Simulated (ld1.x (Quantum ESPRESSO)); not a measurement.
Transferability test, TM potential for neon

neon, norm-conserving Troullier–Martins (Kleinman–Bylander form), made with ld1.x (Quantum ESPRESSO) 7.5 (LDA (PZ), non-relativistic). Core [He], reference 2s2 2p4 (charge +2). Waves: 2s (bound): rc 0.75 bohr; 2p (bound): rc 1.74 bohr; 3d channel at 0.1 Ry: rc 1.25 bohr. Local part: all-electron potential smoothed inside 0.60 bohr (lloc = -1). Core correction: Bessel-smoothed model core, default radius (core density twice the valence density).

Energies are relative to the spin-unpolarised reference configuration 2s2 2p4; without spin polarisation the order of configurations can differ from experiment. Spin-polarised rows fill each open shell by Hund’s rule, majority spin first.

```
   valence configuration  charge  ΔE all-electron (eV)  error AE − PS (meV)
                 2s2 2p5      +1               -43.415                 +265
                 2s2 2p3      +3                67.531                 +555
                 2s1 2p6      +1               -20.656                 +805
               2s2 2p5.5    +0.5               -57.114                 +471
                 2s2 2p2      +4               162.216                +2929
2s2 2p4 (spin-polarised)      +2                -2.252                 -106
2s2 2p5 (spin-polarised)      +1               -43.889                 +250
```

(1) What are ΔE and the potential's error for 2s2 2p6?

Levels in the configuration 2s2 2p5 (spin-polarised):

```csv
level,all-electron (eV),pseudo (eV)
2s up,-55.998,-55.922
2p up,-33.314,-33.705
2s down,-54.156,-54.038
2p down,-31.419,-31.870
```

Results:

(1) ΔE = -66.083 eV all-electron; the error (AE − PS) is +643 meV.
